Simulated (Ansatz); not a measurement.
Zn(F)(SMe) (CH3FSZn), SMILES C[S][Zn][F].

The structure is a stationary point at B3LYP-D3(BJ)/def2-SVP. The structure was generated by enumeration; whether it is a known compound was not checked. One conformer was computed; it need not be the lowest.

Two levels are set side by side: PBE/def2-SVPD (Ansatz, a quantum-chemistry and plane-wave program) and PBE0/def2-SVPD (Ansatz). Energy differences of separate SCF runs at the same geometry; the states with an electron removed or added have multiplicity 2 and 2. Differences are taken from unrounded values.

```
quantity                           PBE0   PBE  PBE minus PBE0
---------------------------------  ----  ----  --------------
vertical ionisation energy (eV)    9.42  9.32           -0.10
vertical singlet–triplet gap (eV)  4.28  4.05           -0.23
```
